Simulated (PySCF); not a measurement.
Molecule: `C=CC(=O)N(C)C`, C5H9NO.

Bonds (- single, = double, # triple, : aromatic): C1=C2, C2-C3, C3=O4, C3-N5, N5-C6, N5-C7. C1 carries H8, H9; C2 carries H10; C6 carries H11, H12, H13; C7 carries H14, H15, H16. H8 is cis to C3; H9 is trans to C3.

Frames of a GFN2-xTB Langevin trajectory at 300 K; GIAO PBE0/pcSseg-1 shieldings in PySCF, gas phase, non-relativistic; equivalent atoms averaged within each frame.

Shifts are taken against calculated references (same method and geometry level): TMS for 13C (σ = 186.93 ppm) and 1H (σ = 31.72 ppm); 17O (σ = 336.08 ppm) against H2O; 15N (σ = 267.73 ppm) against NH3. The references are static minima.

**Question.** How do the shifts (ppm) fluctuate along the trajectory?

**Answer.** 
```tsv
time (fs)	C3	C2	C1	C7	C6	O4	N5	H10	H8	H9
optimised geometry	168.4	137.0	136.7	35.3	37.7	399.9	114.6	6.62	6.72	6.01
250	171.3	134.8	134.2	48.0	47.8	432.3	131.4	7.32	6.20	6.13
425	170.0	138.8	144.3	37.6	34.3	403.2	125.2	7.24	7.08	5.78
625	168.9	139.0	138.2	38.9	37.4	427.5	121.5	6.90	6.38	6.19
800	186.3	146.5	126.6	38.7	43.4	499.9	126.7	7.03	6.48	5.19
1000	163.5	132.7	135.9	38.5	44.0	389.7	101.7	6.88	6.54	6.70
mean of frames	172.0	138.3	135.8	40.3	41.4	430.5	121.3	7.07	6.54	6.00
standard deviation	8.5	5.3	6.4	4.3	5.4	42.6	11.5	0.20	0.33	0.56
```

5 frames give an uncertainty of the mean of about the standard deviation over 2.2 at best, since frames this close in time may not be independent; classical motion lacks zero-point vibration, and the reference would need the same averaging.
